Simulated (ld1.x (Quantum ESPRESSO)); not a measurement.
Before and after: TM semilocal potential for molybdenum (Mo)

- Element: molybdenum
- Generator: ld1.x (Quantum ESPRESSO) 7.5
- Type: norm-conserving Troullier–Martins (semilocal form)
- Functional: PBE
- Relativity: scalar-relativistic
- Frozen core: [Kr]
- Valence charge: 6
- Reference configuration: 4d5 5s1 5p0
- Partial waves: 5p (bound, empty): rc 3.35 bohr; 4d (bound): rc 2.10 bohr; 5s (bound): rc 2.60 bohr
- Local potential: the s channel
- Core correction: none

Change: all radii scaled by about 1.24 (s 3.24, p 4.16, d 2.62 bohr).

Cutoffs: the cutoffs (Ry, on a coarse ladder) from which the occupation-weighted sum of valence levels, in a spherical-Bessel basis at the reference potential, stays within 10 and 1 mRy of its value at 400 Ry; they do not see the model core or the augmentation charge, which bear on the density cutoff. Errors are all-electron minus pseudo energies relative to the spin-unpolarised reference configuration.

How do hardness, ghosts and transferability respond?

The potential gets softer (35 Ry and 45 Ry → 30 Ry and 35 Ry); of the 7 tests that both files solve, the error grows in 2 and shrinks in 5 by more than 15 % and 0.3 meV (median size 26.2 → 18.2 meV); neither file shows a bound ghost. A larger radius leaves more room for a smooth pseudo-wave, so fewer plane waves are needed. A semilocal file is local in each channel, so a ghost entry of none says nothing of the separable form that plane-wave codes build from it.

| quantity | base | changed |
| --- | --- | --- |
| cutoff, loose | 35 Ry | 30 Ry |
| cutoff, tight | 45 Ry | 35 Ry |
| loose cutoff by channel (10 mRy a level) | d 30 Ry, s 6 Ry | d 25 Ry, s 6 Ry |
| bound ghosts | none | none |
| error for 4d5 5s0 5p0, meV [ΔE 6.89 eV] | +17 | +20 |
| error for 4d4 5s0 5p0, meV [ΔE 22.35 eV] | +74 | +43 |
| error for 4d3 5s0 5p0, meV [ΔE 49.10 eV] | +61 | +10 |
| error for 4d6 5s0 5p0, meV [ΔE 0.76 eV] | -26 | -18 |
| error for 4d5.5 5s0.5 5p0, meV [ΔE 0.28 eV] | -7.9 | -5.3 |
| error for 4d5 5s0.5 5p0, meV [ΔE 2.73 eV] | +2.0 | +2.9 |
| error for 4d4 5s1 5p1, meV [ΔE 3.74 eV] | -43 | -28 |
